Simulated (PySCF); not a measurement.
SMILES [SiH3][In]([SiH3])[O]C (PBE0/def2-SVP optimised geometry):

```
14

In     0.107     0.109     0.000
O      0.876     1.029     1.617
C      0.159     1.617     2.649
H     -0.945     1.553     2.534
H      0.403     1.149     3.623
H      0.405     2.694     2.743
Si    -2.487     0.109     0.000
H     -3.015    -0.587     1.215
H     -3.025    -0.591    -1.208
H     -3.014     1.510     0.000
Si     2.048    -0.720    -1.485
H      1.552    -1.585    -2.600
H      3.025    -1.510    -0.674
H      2.762     0.449    -2.087
```

Method: PBE0/def2-TZVP, def2 effective core potentials past Kr run with PySCF.

What are the frontier orbital energies and the dipole moment?

HOMO-2 -7.53 eV, HOMO-1 -7.23 eV, HOMO -7.09 eV, LUMO -2.02 eV, LUMO+1 -0.76 eV; dipole moment 1.55 D.
